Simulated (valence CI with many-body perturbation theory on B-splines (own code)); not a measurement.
Results of a calculation; reference values are marked as such.
## Rh13+: input, log and results

Level of theory: relativistic CI+MBPT: four valence electrons over a frozen Dirac-Fock core [Ar] 3d10, a basis of 8 s, 4 p, 7 d, 1 f, 2 g functions for each j, with the one-electron correlation potential Σ1 (screened to all orders), the two-electron term Σ2, the three-electron term Σ3, Breit, model QED; selected single and double excitations, second order for the rest, scaled by the run's own slope (own B-spline code, finite nucleus).

Command, and the settings that its task file holds:

```sh
python run_cv.py task.json out
```

```
atom Rh  Z=45  mass_number=103  rms_radius_fm=4.4945
core [Ar] 3d10
valence 4s2 4p2
avg = 1
basis = S
breit = 1
cap = 10000
capref = 1200
cscale = 1
de = 0.0
dress = 0
eps = 2e-08
extrap = 1
h = 0.27
hh = 1
l2 = 3
lcore = 6
maxit = 60
n2 = 5
natural = 1
nlev = 20
nno = [5, 1, 5, 0, 2]
nroot = 26
nsp = [3, 3, 2, 1, 0]
pt2 = 1
qed = 1
rpa = 1
s1 = 1
s2 = 1
s3 = 1
screen = 1
tol = 2e-05
whole = 1
```

It took 24 s on 1 thread of Arm Neoverse V2, on a shared host.

Log. The first blocks belong to the next ion, which gives the ionisation energy. Fields: 2J, parity (1 odd), roots, reference size, generating configurations, candidates as configurations/state functions, variational space P, stored matrix elements, Davidson steps; e2 is the range of second-order energies in hartree. The first line gives the box (bohr), its intervals, the orbitals and the steps of their self-consistent field. Window is the range of levels sought, series limit the energy at which the first omitted orbital would enter, core excitation an estimate of the first excitation out of the core, left out the lowest levels not solved, and shifts from estimates the range by which levels moved from their first estimate, all in cm⁻¹.

```
rmax 8.2 intervals 61 orbitals 36 references ['4s2 4p2', '4s 4p3', '4s2 4p 4d', '4p4', '4s 4p2 4d'] scf 6 t 1.1
2J=1 par=1 roots 2 ref 41 generators 8 cand 649/948 P 682/989 nnz 0 it 0
2J=1 par=1 roots 2 ref 41 generators 15 cand 384/574 P 1066/1563 nnz 0 it 5
   second order: generators 35 cand 1711/2555 e2 -0.00001 -0.00000
reference levels 512, estimated 49, window 553039 1/cm; series limit 1544583, core excitation 2425180
2J=0 par=0 roots 3 ref 27 generators 13 cand 289/499 P 1709/2571 nnz 5.9e+05 it 4
2J=0 par=0 roots 3 ref 27 generators 23 cand 671/1153 P 2380/3724 nnz 1e+06 it 4
   second order: generators 42 cand 6595/12778 e2 -0.00002 -0.00001
2J=2 par=0 roots 2 ref 45 generators 10 cand 317/992 P 1150/3507 nnz 1.5e+06 it 4
2J=2 par=0 roots 2 ref 45 generators 15 cand 874/3287 P 2024/6794 nnz 4.4e+06 it 6
   second order: generators 32 cand 6631/32136 e2 -0.00004 -0.00002
2J=4 par=0 roots 3 ref 63 generators 13 cand 313/915 P 1097/3454 nnz 1.5e+06 it 4
2J=4 par=0 roots 3 ref 63 generators 25 cand 1164/5337 P 2261/8791 nnz 7.1e+06 it 6
   second order: generators 46 cand 7249/47459 e2 -0.00006 -0.00002
2J=4 par=1 roots 8 ref 75 generators 23 cand 247/999 P 1002/3516 nnz 1.4e+06 it 5
2J=4 par=1 roots 8 ref 75 generators 33 cand 1268/6464 P 2270/9980 nnz 9.2e+06 it 9
   second order: generators 67 cand 8908/60822 e2 -0.00010 -0.00001
2J=2 par=1 roots 7 ref 63 generators 24 cand 281/1008 P 1199/3560 nnz 1.4e+06 it 9
2J=2 par=1 roots 7 ref 63 generators 34 cand 1606/6418 P 2805/9978 nnz 8.1e+06 it 9
   second order: generators 70 cand 8587/45783 e2 -0.00006 -0.00001
2J=6 par=1 roots 4 ref 63 generators 18 cand 222/1044 P 986/3671 nnz 1.6e+06 it 5
2J=6 par=1 roots 4 ref 63 generators 28 cand 1265/6319 P 2251/9990 nnz 9.2e+06 it 8
   second order: generators 56 cand 8399/66683 e2 -0.00011 -0.00003
2J=0 par=1 roots 2 ref 24 generators 11 cand 482/846 P 1834/2898 nnz 7.6e+05 it 4
2J=0 par=1 roots 2 ref 24 generators 16 cand 618/1044 P 2452/3942 nnz 1.2e+06 it 5
   second order: generators 31 cand 6466/13320 e2 -0.00003 -0.00001
2J=8 par=1 roots 1 ref 40 generators 6 cand 351/1557 P 1251/5022 nnz 3.1e+06 it 4
2J=8 par=1 roots 1 ref 40 generators 14 cand 521/2506 P 1772/7528 nnz 5.7e+06 it 5
   second order: generators 22 cand 5788/43939 e2 -0.00006 -0.00006
left out: unestimated 801723, estimated 688790, shifts from estimates -10 to 7
operators 1.9
```

The Davidson iterations converged.

No measured spectrum was set against this ion. As an estimate, levels hold to about 250 cm⁻¹ or 0.2 % of their energy and the worst to 1 %, as in measured heavy ions of charge 2 to 7; those with d or f electrons hold less well.

| Property | Result |
| --- | --- |
| Valence energy | -53.08838 hartree |
| Ionisation energy | 307 eV (NIST: 306 ± 3 eV (theoretical)) |
| Reference configurations for the orbitals | 4s2 4p2, 4s 4p3, 4s2 4p 4d, 4p4, 4s 4p2 4d |
| Radial orbitals | 36 |
| Box radius | 8.186 bohr |
| Largest variational space | 9990 |
| Lowest levels | 4s2 4p2 3P_0 0.000, 4s2 4p2 3P_1 3.838, 4s2 4p2 3P_2 5.385, 4s2 4p2 1D_2 10.616, 4s2 4p2 1S_0 14.979, 4s 4p3 5S°_2 32.588, 4s 4p3 3D°_1 39.599, 4s 4p3 3D°_2 40.035, 4s 4p3 3D°_3 41.573, 4s 4p3 3P°_0 45.284, 4s 4p3 3P°_1 45.860, 4s 4p3 3P°_2 46.450, 4s 4p3 1D°_2 51.309, 4s 4p3 3S°_1 52.213 eV |

Names give the largest LS component (configuration and term), which can be under half, so a name can repeat, a term be missing and a line seem to break the LS rules; names also repeat where a configuration has a term twice.
